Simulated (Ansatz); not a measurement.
Geometry optimisation, Ansatz, RKS PBE0-D4/def2-SVP.

input.yaml

```yaml
crystal:
  periodic: [false, false, false]
  atoms:
    - { symbol: B, position_ang: [0.0, 0.0, 0.0] }
    - { symbol: H, position_ang: [0.0, 0.0, 1.54] }
    - { symbol: F, position_ang: [1.1431, 0.0, -0.66] }
    - { symbol: F, position_ang: [-1.1431, 0.0, -0.66] }
    - { symbol: "N", position_ang: [0.0773, -1.7539, 0.5833] }
    - { symbol: H, position_ang: [-0.441, -2.5119, 0.0539] }
    - { symbol: H, position_ang: [0.64, -2.0009, 1.4471] }
    - { symbol: H, position_ang: [0.0395, -0.8969, 1.5631] }
basis:
  gaussian: { orbitals: def2-SVP }
hamiltonian:
  xc: pbe0
  dispersion: d4
relax:
  f_tol: 0.15
  max_steps: 25
  restrain:
    - { distance: [0, 4], at: 1.55, k: 30.0 }
    - { distance: [7, 1], at: 0.66, k: 30.0 }
    - { distance: [0, 1], at: 2.39, k: 30.0 }
    - { distance: [7, 4], at: 2.26, k: 30.0 }
```

Run as:

```bash
$ ansatz run input.yaml --threads 1 --pin off --max-ram 2048MiB --backend cpu --events-out ev --progress --plain --runs-dir out
```

Where does it end, and by what steps?

The forces met the threshold. The restraints hold the end off the free minimum; the threshold counts their pulls, which the force column leaves out. Restrained pairs: B1–N5 (1.85 → 1.47 Å), H2–H8 (0.90 → 0.72 Å), B1–H2 (1.54 → 2.40 Å), N5–H8 (1.30 → 2.27 Å). After 10 steps the energy has fallen by 4.609 eV (the restraints' own energy left out); H7 moved furthest, 1.07 Å.

```csv
step,energy less start (eV),largest force component (eV/Å),accepted
0,0.0000,5.661,yes
1,-0.9151,7.840,yes
2,-2.3788,6.843,yes
3,-3.6943,3.476,yes
4,-4.0875,4.363,yes
5,-4.4193,1.853,yes
6,-4.5244,1.822,yes
7,-4.5715,2.423,yes
8,-4.5773,2.278,yes
9,-4.5968,2.189,yes
10,-4.6089,2.324,yes
```

```xyz
8
Properties=species:S:1:pos:R:3
B 0.097 -0.570 -0.209
H -0.219 0.438 1.941
F 1.212 0.130 -0.336
F -1.042 -0.036 -0.617
N 0.127 -1.927 0.349
H -0.691 -2.520 0.328
H 1.001 -2.401 0.527
H -0.170 -0.278 1.884
```

Run time: 34 s on 1 thread of Arm Neoverse V1 (shared host), peak memory 0.14 GiB.
